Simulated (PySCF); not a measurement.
## Worked example: dipole moment from atomic charges

CH3ClMoO3, SMILES C[O][Mo](=[O])(=[O])[Cl], multiplicity 1. Atoms are numbered in the order given.

```xyz
9

Mo     0.1903    -0.1271     0.2131
O      1.8259    -0.3155     0.5642
O     -0.6661    -1.2603     1.1153
Cl    -0.4996     1.9841     0.7703
O     -0.1040    -0.4450    -1.5800
C     -0.8207    -1.2868    -2.4582
H     -1.3690    -0.6601    -3.1793
H     -0.1133    -1.9290    -3.0063
H     -1.5372    -1.9159    -1.9043
```
Charge 0, spin multiplicity 1.

The structure is a stationary point at B3LYP-D3(BJ)/def2-SVP. The multiplicity is an assumed one; other spin states were not compared. The def2 effective core potentials stand for the cores of Mo; spin–orbit coupling is left out. The values are those of a single conformer.

Charges (e) from CAM-B3LYP/def2-TZVP in PySCF:

| atom | ESP fit | Mulliken |
|---|---|---|
| Mo1 | 1.008 | 1.712 |
| O2 | -0.374 | -0.538 |
| O3 | -0.361 | -0.524 |
| Cl4 | -0.203 | -0.351 |
| O5 | -0.278 | -0.571 |
| C6 | -0.156 | -0.152 |
| H7 | 0.112 | 0.142 |
| H8 | 0.131 | 0.142 |
| H9 | 0.121 | 0.139 |

The dipole moment of the full density is 3.81 D.

Task: What dipole moment does each set of point charges give, and which comes closer to that of the density?

Result: 
μ = Σ q r, and 1 e Å = 4.8032 D.
ESP fit: Σ q r = (-0.346, -0.192, -0.713) e Å, |μ| = 3.92 D.
Mulliken: Σ q r = (-0.372, -0.268, -0.661) e Å, |μ| = 3.86 D.
Mulliken comes closer in size. Point charges leave out the atoms' own dipoles (lone pairs, polarised bonds); fits to the potential absorb them, partitions of the density don't.
